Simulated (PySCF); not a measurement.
A structure optimised at B3LYP-D3(BJ)/def2-TZVP, used in a PySCF frequency run:

```xyz
7

Ti     0.0000     0.0000     0.3689
O     -1.5342     0.0000    -0.5175
H     -2.1167     0.0000    -1.2773
O      1.5342     0.0000    -0.5175
H      2.1167     0.0000    -1.2773
H      0.0000     1.3812     1.3600
H      0.0000    -1.3812     1.3600
```
Charge 0, spin multiplicity 1.

### Question
Write its SMILES, formula and point group.

### Answer
[OH][TiH2][OH], H4O2Ti, C2v

### Question
What are its rotational constants (standard atomic weights)?

### Answer
19.491, 5.7302, 4.7484 GHz
